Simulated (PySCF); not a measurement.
Ionisation energy of Cr(2+) by level of theory

Cr(2+) [Ar] 3d4 (5D) → Cr(3+) [Ar] 3d3 (4F), as a difference of total energies. Calculation: PySCF 2.14, in aug-cc-pwCVTZ-DK with one added diffuse shell each of s, p, d, f, g type (11s10p8d5f4g, 152 functions); scalar relativity by spin-free X2C-1e. The calculations carry no spin-orbit coupling.

Problem. Order these methods by the ionisation energy they give, lowest first.
A. M06-2X
B. UHF
C. r2SCANh
D. BP86

Solution. B (29.671 eV), C (31.030 eV), A (31.088 eV), D (31.482 eV).

The reference lies between the lowest fine-structure levels, while these numbers refer to the centres of the terms.

For comparison: 30.959 ± 0.025 eV (measured; NIST Atomic Spectra Database, ionization energies).
